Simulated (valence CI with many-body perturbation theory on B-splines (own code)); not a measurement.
Hg8+: electric-dipole lines

Calculated by relativistic CI+MBPT: four valence electrons over a frozen Dirac-Fock core [Xe] 4f14, radial functions for each j: 7 s, 7 p, 8 d, 6 f, 4 g, 1 h, with the one-electron correlation potential Σ1, the two-electron term Σ2, the three-electron term Σ3, Breit, model QED; selected CI, second order for the rest, scaled by the run's own slope (own B-spline code, finite nucleus).

No measured levels were compared; by estimate terms of the open shell hold to 2 to 4 % of their energy, and close levels can change places; different configurations can be misplaced against each other by 1,000 to 8,000 cm⁻¹. The list stops below the first excitations out of the core.

Lines 51 to 100 of 123 in falling wavelength, among levels below 356660 cm⁻¹, chosen from the strongest by gf and those to the six lowest levels. Wavelengths and rates use the calculated energies, so an error of 2000 cm⁻¹ moves a line at 1241 Å by 2.5 % and its rate by three times that or more. Electric multipoles are in the length gauge, E1 and E2 with the static RPA response of the core. Weak lines are less certain than strong ones. Lines between different terms over intervals too small for the method are left out, as are lines whose strength nearly cancels. The highest levels of a list are the least certain.

Levels are named by their leading jj configuration (3d3/2^4 stands for four electrons in 3d with j = 3/2), which in mixed levels can hold well under half, so a name can repeat and another be missing. Letters in brackets count levels of one name in rising energy.

```
λ vac (Å)                      Upper                       Lower   A (s⁻¹)  S (a.u.) with core polarisation  S without
     1241  (5d3/2^2 5d5/2 6p1/2) J=3  (5d3/2 5d5/2^2 6s) J=3 [a]  1.93e+04                         1.28e-04   1.63e-04
     1193        (5d3/2^3 6p1/2) J=1  (5d3/2^2 5d5/2 6s) J=2 [b]  4.55e+07                         1.15e-01   1.43e-01
     1177        (5d3/2^3 6p1/2) J=1  (5d3/2^2 5d5/2 6s) J=1 [a]  1.07e+06                         2.58e-03   3.32e-03
     1174        (5d3/2^3 6p1/2) J=2  (5d3/2^2 5d5/2 6s) J=2 [a]  3.35e+07                         1.34e-01   1.67e-01
     1139  (5d3/2^2 5d5/2 6p1/2) J=3  (5d3/2^2 5d5/2 6s) J=4 [b]  2.46e+06                         1.26e-02   1.59e-02
     1109  (5d3/2^2 5d5/2 6p1/2) J=3  (5d3/2^2 5d5/2 6s) J=3 [b]  3.97e+06                         1.87e-02   2.29e-02
     1108        (5d3/2^3 6p1/2) J=1  (5d3/2^2 5d5/2 6s) J=2 [a]  1.08e+08                         2.19e-01   2.74e-01
     1101        (5d3/2^3 6p1/2) J=2  (5d3/2^2 5d5/2 6s) J=3 [a]  1.83e+06                         6.03e-03   7.67e-03
     1057  (5d3/2^2 5d5/2 6p1/2) J=3  (5d3/2^2 5d5/2 6s) J=2 [b]  1.20e+08                         4.90e-01   6.15e-01
     1011  (5d3/2^2 5d5/2 6p1/2) J=3  (5d3/2^2 5d5/2 6s) J=4 [a]  4.30e+07                         1.54e-01   1.95e-01
    989.4  (5d3/2^2 5d5/2 6p1/2) J=3  (5d3/2^2 5d5/2 6s) J=2 [a]  4.43e+08                         1.48e+00   1.87e+00
    979.5        (5d3/2^3 6p1/2) J=2            (5d3/2^3 6s) J=2  6.40e+08                         1.48e+00   1.87e+00
    939.5        (5d3/2^3 6p1/2) J=2            (5d3/2^3 6s) J=1  1.11e+09                         2.27e+00   2.87e+00
    937.0  (5d3/2^2 5d5/2 6p1/2) J=3  (5d3/2^2 5d5/2 6s) J=3 [a]  7.84e+08                         2.23e+00   2.81e+00
    932.9        (5d3/2^3 6p1/2) J=1            (5d3/2^3 6s) J=2  1.44e+09                         1.73e+00   2.19e+00
    896.6        (5d3/2^3 6p1/2) J=1            (5d3/2^3 6s) J=1  2.74e+08                         2.92e-01   3.68e-01
    847.3  (5d3/2^2 5d5/2 6p1/2) J=3            (5d3/2^3 6s) J=2  5.33e+08                         1.12e+00   1.42e+00
    505.6        (5d3/2^3 6p1/2) J=1               (5d5/2^4) J=0  1.31e+05                         2.51e-05   2.89e-05
    453.2        (5d3/2^3 6p1/2) J=2         (5d3/2 5d5/2^3) J=2  8.22e+05                         1.89e-04   2.49e-04
    443.0        (5d3/2^3 6p1/2) J=1         (5d3/2 5d5/2^3) J=2  5.55e+06                         7.14e-04   8.90e-04
    422.7  (5d3/2^2 5d5/2 6p1/2) J=3         (5d3/2 5d5/2^3) J=2  1.33e+06                         3.46e-04   4.48e-04
    413.0        (5d3/2^3 6p1/2) J=2               (5d5/2^4) J=2  1.48e+06                         2.57e-04   2.88e-04
    411.1        (5d3/2^3 6p1/2) J=2     (5d3/2 5d5/2^3) J=1 [b]  4.11e+04                         7.04e-06   1.14e-05
    410.2        (5d3/2^3 6p1/2) J=2     (5d3/2 5d5/2^3) J=3 [c]  4.28e+05                         7.29e-05   8.18e-05
    409.1        (5d3/2^3 6p1/2) J=1   (5d3/2^2 5d5/2^2) J=0 [b]  3.06e+06                         3.10e-04   3.29e-04
    404.5        (5d3/2^3 6p1/2) J=1               (5d5/2^4) J=2  4.58e+06                         4.48e-04   5.17e-04
    402.6        (5d3/2^3 6p1/2) J=1     (5d3/2 5d5/2^3) J=1 [b]  4.45e+05                         4.30e-05   4.38e-05
    393.0  (5d3/2^2 5d5/2 6p1/2) J=3     (5d3/2 5d5/2^3) J=4 [b]  1.13e+05                         2.37e-05   3.24e-05
    391.5        (5d3/2^3 6p1/2) J=2   (5d3/2^2 5d5/2^2) J=2 [e]  1.17e+07                         1.73e-03   2.04e-03
    388.7        (5d3/2^3 6p1/2) J=2     (5d3/2 5d5/2^3) J=3 [b]  1.75e+04                         2.53e-06   2.55e-06
    387.5  (5d3/2^2 5d5/2 6p1/2) J=3               (5d5/2^4) J=2  1.39e+05                         2.80e-05   3.75e-05
    385.1  (5d3/2^2 5d5/2 6p1/2) J=3               (5d5/2^4) J=4  3.57e+05                         7.05e-05   7.98e-05
    385.0  (5d3/2^2 5d5/2 6p1/2) J=3     (5d3/2 5d5/2^3) J=3 [c]  2.09e+07                         4.13e-03   4.81e-03
    383.9        (5d3/2^3 6p1/2) J=1   (5d3/2^2 5d5/2^2) J=2 [e]  7.10e+06                         5.95e-04   6.49e-04
    381.9        (5d3/2^3 6p1/2) J=2   (5d3/2^2 5d5/2^2) J=2 [d]  2.54e+07                         3.50e-03   4.26e-03
    377.9        (5d3/2^3 6p1/2) J=1         (5d3/2 5d5/2^3) J=0  2.50e+05                         2.00e-05   3.13e-05
    374.7        (5d3/2^3 6p1/2) J=1   (5d3/2^2 5d5/2^2) J=2 [d]  4.79e+06                         3.73e-04   4.98e-04
    372.1        (5d3/2^3 6p1/2) J=2     (5d3/2 5d5/2^3) J=1 [a]  6.85e+06                         8.71e-04   1.06e-03
    368.5  (5d3/2^2 5d5/2 6p1/2) J=3   (5d3/2^2 5d5/2^2) J=2 [e]  5.47e+06                         9.47e-04   1.18e-03
    366.1        (5d3/2^3 6p1/2) J=2   (5d3/2^2 5d5/2^2) J=2 [c]  4.42e+07                         5.36e-03   6.23e-03
    366.0  (5d3/2^2 5d5/2 6p1/2) J=3     (5d3/2 5d5/2^3) J=3 [b]  1.11e+06                         1.87e-04   2.13e-04
    365.2        (5d3/2^3 6p1/2) J=1     (5d3/2 5d5/2^3) J=1 [a]  2.84e+05                         2.05e-05   2.37e-05
    364.6        (5d3/2^3 6p1/2) J=2     (5d3/2 5d5/2^3) J=3 [a]  2.49e+05                         2.98e-05   4.20e-05
    360.0  (5d3/2^2 5d5/2 6p1/2) J=3   (5d3/2^2 5d5/2^2) J=2 [d]  3.40e+05                         5.49e-05   9.51e-05
    359.4        (5d3/2^3 6p1/2) J=1   (5d3/2^2 5d5/2^2) J=2 [c]  2.79e+07                         1.92e-03   2.15e-03
    357.6  (5d3/2^2 5d5/2 6p1/2) J=3   (5d3/2^2 5d5/2^2) J=4 [c]  2.62e+06                         4.15e-04   5.05e-04
    352.5        (5d3/2^3 6p1/2) J=2   (5d3/2^2 5d5/2^2) J=3 [b]  2.10e+06                         2.27e-04   2.52e-04
    351.2        (5d3/2^3 6p1/2) J=2   (5d3/2^2 5d5/2^2) J=2 [b]  3.66e+07                         3.92e-03   4.90e-03
    346.0  (5d3/2^2 5d5/2 6p1/2) J=3   (5d3/2^2 5d5/2^2) J=2 [c]  1.44e+06                         2.06e-04   2.77e-04
    345.0        (5d3/2^3 6p1/2) J=1   (5d3/2^2 5d5/2^2) J=2 [b]  6.78e+07                         4.12e-03   5.17e-03
```
